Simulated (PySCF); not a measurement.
C2H6N2OSi, SMILES CN[SiH2]N=C=O.

Geometry: B3LYP-D3(BJ)/def2-SVP. The structure was generated by enumeration, and PubChem lists no compound with its InChIKey, so it may never have been made. One conformer was computed; it need not be the lowest.

The numbers are results of CAM-B3LYP/def2-TZVP (PySCF), not measurements.

The total energy is -554.12043 hartree and the highest occupied level is -8.72 eV. The lowest empty level comes out as 1.17 eV and the orbital gap is 9.89 eV. The dipole moment is 0.604 e·Å, the quadrupole, principal values (traceless, Buckingham form, about the centre of nuclear charge) comes out as -11.95, 5.10, 6.86 D·Å and the mean static polarisability is 64.5 bohr³ (9.56 Å³). The polarisability, principal values comes out as 50.3, 59.1, 84.2 bohr³.
